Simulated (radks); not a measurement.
Values are calculated unless marked as measured or tabulated.
W II, configuration [Xe] 4f14 5d4 6s1 (the NIST ground configuration). Code: a radial shooting solver on a logarithmic mesh with Libxc functionals. Model: Dirac Kohn-Sham, PBEsol, spin-unpolarised, spherical densities, finite nucleus; open shells fill j = l - 1/2 first; Fermi nuclear charge, rms radius 5.3658 fm.

Unscreened Slater integrals over Kohn-Sham orbitals (hartree). Large and small components are both included. Empty in this configuration: 5d5/2.

| integral | value |
|---|---|
| F0(5d3/2,5d3/2) | 0.46973 |
| F2(5d3/2,5d3/2) | 0.23729 |
| F0(5d3/2,6s1/2) | 0.35176 |
| G2(5d3/2,6s1/2) | 0.10159 |
| F0(5d3/2,4f7/2) | 0.61798 |
| F2(5d3/2,4f7/2) | 0.13692 |
| G3(5d3/2,4f7/2) | 0.045806 |
| G5(5d3/2,4f7/2) | 0.035398 |
| F0(5d3/2,4f5/2) | 0.61886 |
| F2(5d3/2,4f5/2) | 0.13476 |
| G1(5d3/2,4f5/2) | 0.051676 |
| G3(5d3/2,4f5/2) | 0.044317 |
| F0(5d3/2,5d5/2) | 0.46090 |
| F2(5d3/2,5d5/2) | 0.23239 |
| G2(5d3/2,5d5/2) | 0.23216 |
| G4(5d3/2,5d5/2) | 0.15088 |
| F0(6s1/2,6s1/2) | 0.30429 |
| F0(6s1/2,4f7/2) | 0.39904 |
| G3(6s1/2,4f7/2) | 0.011774 |
| F0(6s1/2,4f5/2) | 0.39936 |
| G3(6s1/2,4f5/2) | 0.011541 |
| F0(6s1/2,5d5/2) | 0.34855 |
| G2(6s1/2,5d5/2) | 0.10777 |
| F0(4f7/2,4f7/2) | 1.5075 |
| F2(4f7/2,4f7/2) | 0.72660 |
| F4(4f7/2,4f7/2) | 0.45796 |
| F6(4f7/2,4f7/2) | 0.33008 |
| F0(4f7/2,4f5/2) | 1.5191 |
| F2(4f7/2,4f5/2) | 0.73241 |
| F4(4f7/2,4f5/2) | 0.46168 |
| G2(4f7/2,4f5/2) | 0.72958 |
| G4(4f7/2,4f5/2) | 0.45998 |
| G6(4f7/2,4f5/2) | 0.33157 |
| F0(4f7/2,5d5/2) | 0.59770 |
| F2(4f7/2,5d5/2) | 0.12742 |
| F4(4f7/2,5d5/2) | 0.058380 |
| G1(4f7/2,5d5/2) | 0.048369 |
| G3(4f7/2,5d5/2) | 0.041507 |
| G5(4f7/2,5d5/2) | 0.032170 |
| F0(4f5/2,4f5/2) | 1.5310 |
| F2(4f5/2,4f5/2) | 0.73847 |
| F4(4f5/2,4f5/2) | 0.46558 |
| F0(4f5/2,5d5/2) | 0.59851 |
| F2(4f5/2,5d5/2) | 0.12537 |
| F4(4f5/2,5d5/2) | 0.057027 |
| G1(4f5/2,5d5/2) | 0.046198 |
| G3(4f5/2,5d5/2) | 0.040055 |
| G5(4f5/2,5d5/2) | 0.031135 |
| F0(5d5/2,5d5/2) | 0.45257 |
| F2(5d5/2,5d5/2) | 0.22813 |
| F4(5d5/2,5d5/2) | 0.14814 |
